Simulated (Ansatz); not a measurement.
Basis sets compared for trans-PdH2(NH3)2 (PdN₂H₈). Total charge 0; singlet. Geometry r2SCAN-D4/def2-SVP. Ansatz on 4 threads of Arm Neoverse V1 on a shared host; times are rough, and most runs start from earlier orbitals.

Cartesian coordinates in Å:
```
Pd -0.0021 -0.0021 -0.0026
H -0.8131 -0.6149 -1.3019
N -1.7789 0.6700 0.7761
H -1.7409 0.7652 1.7904
H -2.5529 0.0528 0.5317
H -1.9864 1.5912 0.3855
H 0.8103 0.6112 1.2967
N 1.7777 -0.6714 -0.7771
H 2.0350 -1.5458 -0.3153
H 2.5299 -0.0043 -0.6048
H 1.7212 -0.8519 -1.7787
```

In the def2 sets Pd takes a core potential; there is no spin–orbit coupling.

Binding counts from free atoms (Pd singlet, H doublet, N quartet) in the same basis, without a counterpoise term.

```tsv
level	functions	energy (Eh)	HOMO (eV)	LUMO (eV)	binding per atom (eV)	wall time
PBE-D4/def2-SVP	99	-241.9919	-4.11	-0.91	3.02	0.9 s
PBE-D4/def2-TZVP (with forces)	150	-242.1632	-4.23	-1.18	3.02	1.6 s
r2SCAN-D4/def2-TZVP	150	-242.2636	-4.44	-0.85	2.99	2.6 s
PBE0-D4/def2-SVP	99	-241.9682	-5.12	0.00	2.93	1.1 s
PBE0-D4/def2-TZVP	150	-242.1347	-5.23	-0.29	2.92	1.6 s
```

(1) Estimate the rows for PBE-D4/def2-TZVPD, r2SCAN-D4/def2-TZVPD, PBE0-D4/def2-TZVPD.

Results:

(1) 
```tsv
level	functions	energy (Eh)	HOMO (eV)	LUMO (eV)	binding per atom (eV)	wall time
PBE-D4/def2-TZVPD	186	-242.1659	-4.28	-1.36	3.03	1.7 s
r2SCAN-D4/def2-TZVPD	186	-242.2658	-4.50	-0.99	2.99	3.6 s
PBE0-D4/def2-TZVPD	186	-242.1368	-5.27	-0.52	2.93	2.2 s
```
